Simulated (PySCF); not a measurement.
Start geometry of `O=C(O)Cc1ccccc1F` from GFN2-xTB (Å):
```
atom  x, y, z in Å
O1     2.417    0.350   -0.714
C2     2.328    0.091    0.453
O3     3.392   -0.158    1.226
C4     1.044    0.017    1.255
C5    -0.155    0.028    0.354
C6    -0.896    1.177    0.118
C7    -1.976    1.160   -0.748
C8    -2.331   -0.009   -1.400
C9    -1.605   -1.167   -1.185
C10   -0.531   -1.128   -0.318
F11    0.172   -2.263   -0.100
H12    4.209   -0.108    0.705
H13    1.081   -0.897    1.852
H14    1.029    0.870    1.936
H15   -0.620    2.092    0.619
H16   -2.541    2.064   -0.916
H17   -3.171   -0.021   -2.077
H18   -1.855   -2.093   -1.679
```

Problem. What comes out of this run: PySCF, PBE0-D3(BJ)/def2-SVP geometry optimisation, gas phase?

Solution. 
```
atom  x, y, z in Å
O1     2.4924    0.0614   -0.6933
C2     2.3530    0.0759    0.4980
O3     3.3831    0.1308    1.3535
C4     1.0365    0.0379    1.2421
C5    -0.1519    0.0285    0.3340
C6    -0.9693    1.1446    0.1472
C7    -2.0549    1.1078   -0.7266
C8    -2.3365   -0.0597   -1.4331
C9    -1.5373   -1.1888   -1.2637
C10   -0.4645   -1.1245   -0.3872
F11    0.2978   -2.2059   -0.2123
H12    4.1879    0.1474    0.8130
H13    1.0600   -0.8565    1.8860
H14    1.0112    0.9019    1.9233
H15   -0.7442    2.0610    0.6995
H16   -2.6806    1.9932   -0.8562
H17   -3.1837   -0.0967   -2.1215
H18   -1.7287   -2.1195   -1.8006
```

The energy falls by 1.3 kcal/mol over 11 energy and gradient evaluations, the largest force component goes from 0.0134 to 7.9e-05 Eh/bohr, and the atoms move by 0.123 Å rms after alignment. The bond that changes most is C10–F11 (aromatic C–F carbon to aryl fluorine), which shortens by 0.018 Å. Bonds longer at the end by more than 0.005 Å: 12 of 18; shorter: 1. Among the angles that change most is C2–O3–H12, from 110.5° to 106.4°. Among the dihedrals that turn most is O1–C2–C4–H14, from -110° to -126°. Rotational constants go from 2195, 768.1, 655.7 to 2250, 755.2, 645.8 MHz. The orientation of the end geometry is arbitrary; only internal coordinates are fixed.

The run used 189 basis functions and 81 SCF cycles in all. Time: 3.2 min. Hardware: an x86-64 server with one thread, no GPU, shared host.

Stationary, but not proved a minimum. One conformer, not necessarily the lowest.
